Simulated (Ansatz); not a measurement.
`C[C@H]1O[C@@H]1[SbH2]` + `[OH][GaH2]` → `[GaH2][O][SbH2]` + `CC1CO1`  (ligand exchange at the Sb–C bond)

Computed with Ansatz on PBE0-D4/def2-TZVP structures; ΔE is electronic, products minus reactants. CCSD(T)/CBS is the MP2 limit (def2-TZVPP, def2-QZVPP) plus CCSD(T) − MP2 in def2-TZVPP, frozen cores. Functionals use def2-TZVPP. Elements past krypton have def2 core potentials. For Ga, Sb outer-core shells are correlated without core-valence functions, which leaves a few kJ/mol of doubt a bond. Scalar relativity is left out up to krypton.

```
  level  ΔE (eV)
PBE0-D4    -0.28
ωB97M-V    -0.33
 B2PLYP    -0.37
 r2SCAN    -0.33
```

(1) What does CCSD(T)/CBS give? (An estimate is asked.)

Largest T1 diagnostic among the species: 0.016.

Answers

(1) Ansatz gave: -0.31 eV. The listed levels differ from it by 0.03, -0.02, -0.06, -0.02 eV.

In def2-TZVPP, CCSD(T) changes the Hartree–Fock value by +0.23 eV (the triples alone add +0.02 eV) and MP2 by +0.26 eV.
